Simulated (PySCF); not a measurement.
Compound: C6H17BN3 (doublet state).
Bonds: C1–N2, N2–C3, N2–B4, B4–N5, N5–C6, N5–C7, B4–N8, N8–C9, N8–C10. Hydrogens: H11, H12 on C1; H13, H14, H15 on C3; H16, H17, H18 on C6; H19, H20, H21 on C7; H22, H23, H24 on C9; H25, H26, H27 on C10.

The calculation used PBE0-D3(BJ)/def2-SVP geometry optimisation, gas phase (PySCF).

**Question.** Give the optimised bond lengths and angles.

**Answer.** 
```csv
bond,length (pm),order
C1–N2,137.9,single
N2–C3,144.4,single
N2–B4,145.9,single
B4–N5,143.7,single
N5–C6,143.7,single
N5–C7,143.8,single
B4–N8,143.3,single
N8–C9,143.8,single
N8–C10,143.9,single
C1–H11,108.9,single
C1–H12,109.0,single
"C3–H13, C3–H14, C3–H15",110.2,single
"C6–H16, C6–H18",110.8,single
C6–H17,109.8,single
C7–H19,109.8,single
"C7–H20, C7–H21",110.8,single
C9–H22,109.8,single
"C9–H23, C9–H24",110.8,single
"C10–H25, C10–H26",110.7,single
C10–H27,109.7,single
```

Bonds in one row agree within 1 pm and their mean is given. Orders are formal, as drawn. A selection of angles:
```csv
angle,degrees
C1–N2–C3,116.3
C1–N2–B4,122.5
C3–N2–B4,121.1
N2–B4–N5,119.1
N2–B4–N8,119.9
N5–B4–N8,121.1
B4–N5–C6,123.1
B4–N5–C7,123.1
C6–N5–C7,113.9
B4–N8–C9,122.7
B4–N8–C10,123.6
C9–N8–C10,113.6
```

Torsions: C1–N2–B4–N5 -147° (anticlinal); N2–B4–N5–C6 -147° (anticlinal); N2–B4–N8–C9 -149° (anticlinal). The mirror-image conformer, all signs reversed, is as good.

C1 (carbon bonded to N and 2 H) is almost planar (angles 120.7°, 118.7° and 118.4°, sum 357.8°, 0.10 Å off the plane of its three neighbours). N2 (nitrogen bonded to B and 2 C) is planar (angles 122.5°, 121.1° and 116.3°, sum 359.9°, 0.02 Å off the plane of its three neighbours). The C–N distances run from 1.379 Å (C1–N2, drawn single) to 1.444 Å (N2–C3, drawn single), a spread of 0.065 Å. N5 (nitrogen bonded to B and 2 C) is planar (angles 123.1°, 123.1° and 113.9°, sum 360.0°, 0.01 Å off the plane of its three neighbours). N8 (nitrogen bonded to B and 2 C) is planar (angles 123.6°, 122.7° and 113.6°, sum 360.0°, 0.01 Å off the plane of its three neighbours). B4 (boron bonded to 3 N) is planar (angles 121.1°, 119.9° and 119.1°, sum 360.0°, 0.01 Å off the plane of its three neighbours). The B–N distances run from 1.433 Å (B4–N8, drawn single) to 1.459 Å (N2–B4, drawn single), a spread of 0.026 Å.

Whether it is a minimum is left open (no frequencies). ⟨S²⟩ = 0.754 (exact for a doublet: 0.75). Torsions: H–C1–N2–C3 -170° and -7°, C1–N2–B4–N5 -147°, N2–B4–N5–C6 -147°, N2–B4–N8–C9 -149°.

Hardware: an x86-64 server with one thread (shared host). Cost: 4.6 min wall. This is the geometry optimisation.
